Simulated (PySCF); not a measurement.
**Ag+: ionisation energy**

Ag+ [Kr] 4d10 (1S) → Ag(2+) [Kr] 4d9 (2D), as a difference of total energies. Computed with PySCF 2.14 in def2-SVP with the def2 core potential (28 electrons), with a scalar-relativistic core potential. Correlated levels: valence: 4s2 4p6 frozen. The calculations carry no spin-orbit coupling.

```tsv
method	ionisation energy (eV)	difference from reference (eV)
UHF	19.859	-1.625
LDA	22.271	+0.787
M06-2X	21.854	+0.370
MP2 (valence)	21.132	-0.352
SCS-MP2 (valence)	20.984	-0.500
```

Reference: 21.484 eV (measured; NIST Atomic Spectra Database, ionization energies).

The reference lies between the lowest fine-structure levels, while these numbers refer to the centres of the terms.

Errors of the correlated levels include the incompleteness of this basis and the frozen core.
